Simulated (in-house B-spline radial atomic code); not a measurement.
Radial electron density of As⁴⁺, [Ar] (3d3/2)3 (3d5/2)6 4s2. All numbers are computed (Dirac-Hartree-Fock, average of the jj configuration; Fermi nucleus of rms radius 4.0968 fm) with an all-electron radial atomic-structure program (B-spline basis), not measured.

Columns: r (bohr), 4πr²n(r) (electrons per bohr), bar.

```
 0.00195    1.243 #
 0.00237    1.765 ##
 0.00289    2.507 ##
 0.00351    3.509 ###
 0.00426    4.864 ####
 0.00518    6.691 ######
  0.0063    9.088 ########
 0.00765    12.12 ###########
  0.0093    15.89 ###############
  0.0113    20.34 ###################
  0.0137    25.26 #######################
  0.0167    30.51 ############################
  0.0203    35.31 #################################
  0.0247    38.99 ####################################
    0.03     40.8 ######################################
  0.0364    40.37 #####################################
  0.0443    37.95 ###################################
  0.0538    34.86 ################################
  0.0654    33.07 ##############################
  0.0795    34.42 ################################
  0.0966    39.12 ####################################
   0.117    44.84 #########################################
   0.143     47.8 ############################################
   0.173    44.68 #########################################
   0.211    36.07 #################################
   0.256    27.48 #########################
   0.311    24.07 ######################
   0.378     26.6 ########################
    0.46    30.17 ############################
   0.559    29.13 ###########################
   0.679    22.63 #####################
   0.825    14.16 #############
       1    7.626 #######
    1.22    3.985 ####
    1.48    2.428 ##
     1.8    1.511 #
    2.19   0.7669 #
    2.66   0.2749 
    3.23   0.0627 
    3.93 0.008055 
    4.78 0.0005286 
     5.8 1.615e-05
```

On this grid the curve has 3 maxima, near 0.03, 0.143, 0.46 bohr.

The 4s1/2 radial function P(r) = rR(r), positive near the nucleus, with its small component Q(r) (sign convention: Q ≈ (P' + κP/r)/2c):

```tsv
r (bohr)	P	Q
0.000606	0.01087	-0.001327
0.000895	0.01572	-0.00193
0.00132	0.0226	-0.002789
0.00195	0.03231	-0.004013
0.00289	0.04582	-0.005743
0.00426	0.06368	-0.008085
0.0063	0.08663	-0.01122
0.0093	0.1134	-0.01516
0.0137	0.1399	-0.01971
0.0203	0.1567	-0.02425
0.03	0.1456	-0.02723
0.0443	0.08345	-0.02634
0.0654	-0.04228	-0.01927
0.0966	-0.1978	-0.005907
0.143	-0.2671	0.008683
0.211	-0.1049	0.01483
0.311	0.2507	0.007685
0.46	0.4347	-0.004661
0.679	0.08776	-0.008676
1	-0.5672	-0.003571
1.48	-0.8982	0.002237
2.19	-0.6069	0.003047
3.23	-0.1768	0.00109
4.78	-0.01626	0.0001108
```
